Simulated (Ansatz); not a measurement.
C$_{2}$H$_{6}$InN. The species carries charge 0 and has multiplicity 1. Correlated methods include outer-core shells of In, which these sets cover unevenly. In takes the def2 core potential. The bonds changed during the relaxation, so this is another structure than the one it started from.

```xyz
10

N     0.2864   -1.2651    0.1199
C     0.1005   -0.2935   -0.8134
C     0.4541    0.9995   -0.6894
In   -1.8480    0.7415    1.1678
H    -0.1204   -2.1715   -0.0099
H     0.5567   -0.9965    1.0563
H    -0.4026   -0.6298   -1.7157
H     1.0124    1.3586    0.1660
H     0.2597    1.6807   -1.5050
H    -0.2987    0.5761    2.2234
```

Task: Give the diagnostics of a CCSD(T)/def2-TZVPP run (frozen core, Ansatz). (Estimate.)

Result: Computed: T1 = 0.0152, largest single amplitude 0.025, largest double 0.044, (T) share of the correlation energy 3.8 %, 10 CCSD cycles. The RHF solution is stable towards an unrestricted one. T1 lies under the customary mark of 0.02 for closed shells.
